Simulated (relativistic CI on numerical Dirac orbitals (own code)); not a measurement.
Line list: Electric-dipole lines, Tb XVIII

Method of calculation: Dirac-Coulomb-Breit CI, KLI orbitals optimised for each configuration, QED by a radiative potential, unscaled Slater integrals (own radial code, finite nucleus).

Configuration list (outside the closed core [Kr]): 4d10.4f2, 4d10.4f.5s, 4d10.5s2, 4d10.4f.5p, 4d10.5s.5p, 4d10.5p2, 4d9.4f3, 4d10.5s.5d, 4d10.4f.5d, 4d10.5p.5d, 4d9.4f.5s2, 4d10.5d2, 4d10.4f.5f, 4d10.4f.6s, 4d9.4f.5s.5p, 4d9.4f2.5s. Levels of other configurations are missing.

```
λ vac (Å)                  Lower                  Upper   A (s⁻¹)  log gf  S velocity/length
   109.30      4d10.4f2 3H_5 [2]  4d10.4f.5d 3H°_5 [43]  2.44e+10   -0.32               0.92
   109.36      4d10.4f2 3H_6 [4]  4d10.4f.5d 3G°_5 [47]  9.28e+10    0.26               0.93
   109.38      4d10.4f2 3H_5 [2]  4d10.4f.5d 3G°_4 [41]  7.27e+10    0.07               0.92
   109.54      4d10.4f2 3F_4 [7]  4d10.4f.5d 3D°_3 [51]  7.81e+10   -0.01               0.91
   109.94      4d10.4f2 1G_4 [5]  4d10.4f.5d 3D°_3 [45]  7.80e+10    0.00               0.91
   110.09      4d10.4f2 3H_4 [1]  4d10.4f.5d 3G°_3 [37]  1.02e+11    0.11               0.92
   110.20      4d10.4f2 3H_5 [2]  4d10.4f.5d 3G°_4 [38]  3.17e+10   -0.28               0.92
   111.95     4d10.4f2 1I_6 [10]  4d10.4f.5d 1H°_5 [54]  1.25e+11    0.41               0.89
   211.32   4d10.4f.5p 3G_3 [19]  4d10.4f.5d 3G°_3 [37]  4.49e+10    0.32               0.96
   211.36   4d10.4f.5p 3G_4 [22]  4d10.4f.5d 3H°_5 [43]  6.77e+10    0.70               0.99
   211.59   4d10.4f.5p 3G_3 [19]  4d10.4f.5d 1G°_4 [36]  7.18e+10    0.64               0.98
   211.91   4d10.4f.5p 3D_3 [21]  4d10.4f.5d 3F°_3 [40]  4.49e+10    0.33               0.96
   213.21   4d10.4f.5p 3D_3 [21]  4d10.4f.5d 3G°_4 [38]  3.33e+10    0.31               0.98
   213.27   4d10.4f.5p 3F_2 [20]  4d10.4f.5d 3G°_3 [37]  4.04e+10    0.29               0.98
   213.65   4d10.4f.5p 3F_2 [20]  4d10.4f.5d 3F°_2 [35]  6.28e+10    0.33               0.97
   214.75   4d10.4f.5p 3G_4 [22]  4d10.4f.5d 3G°_4 [38]  4.29e+10    0.43               0.97
   237.55  4d10.5s.5p 3P°_2 [33]   4d10.5s.5d 3D_3 [65]  6.04e+10    0.55               0.68
   240.25  4d10.5s.5p 1P°_1 [34]  4d10.5s.5d 1D_2 [105]  8.96e+10    0.59               0.66
   244.68   4d10.4f.5p 3D_3 [26]  4d10.4f.5d 3D°_3 [51]  4.12e+10    0.41               0.94
   244.73   4d10.4f.5p 1G_4 [29]  4d10.4f.5d 1H°_5 [54]  6.02e+10    0.77               0.98
   246.17   4d10.4f.5p 3F_4 [24]  4d10.4f.5d 3F°_4 [48]  2.18e+10    0.25               0.94
   246.29   4d10.4f.5p 3F_3 [23]  4d10.4f.5d 3G°_4 [41]  5.24e+10    0.63               0.96
   246.38   4d10.4f.5p 3F_4 [24]  4d10.4f.5d 3G°_5 [47]  5.34e+10    0.73               0.96
   249.10   4d10.4f.5p 3G_5 [28]  4d10.4f.5d 3H°_6 [49]  6.70e+10    0.91               0.98
   251.31   4d10.4f.5p 3D_3 [26]  4d10.4f.5d 3F°_4 [48]  2.91e+10    0.40               0.98
   274.80     4d10.5s2 1S_0 [18]  4d10.5s.5p 1P°_1 [34]  4.02e+10    0.14               0.90
   305.33  4d10.4f.5s 1F°_3 [17]   4d10.4f.5p 1D_2 [30]  1.93e+10    0.13               0.51
   311.76  4d10.4f.5s 3F°_4 [16]   4d10.4f.5p 3G_5 [28]  2.09e+10    0.52               0.59
   315.55  4d10.4f.5s 1F°_3 [17]   4d10.4f.5p 1G_4 [29]  1.04e+10    0.15               0.60
   315.65  4d10.4f.5s 3F°_3 [15]   4d10.4f.5p 3F_4 [24]  1.33e+10    0.25               0.57
```

Terms are leading LS components. Brackets give the number of a level in order of energy, since labels repeat. The list gives strong lines, with weight on those to low levels, among the lowest 200 of 960 levels, so that lines to higher ones, which can be the strongest, are missing. Levels whose partners in the same complex of configurations lie outside the list can be far off, and so can their lines. Rates are taken at the computed energies, electric ones in the length gauge. A velocity-to-length ratio far from 1 marks an uncertain rate.

At this charge transitions that keep the count of f electrons are usually good to a few per cent. Terms inside the open d or f shell come out 10 to 20 % too wide with unscaled integrals. Levels that differ in their count of f electrons can be misplaced by several ten thousand cm⁻¹, since the correlation energy of f electrons is missing or only estimated; rates across such gaps can be off by orders of magnitude.

LS names give the leading component of a level, which can be under half, so a name can repeat, a term be missing and a line seem to break the LS rules.
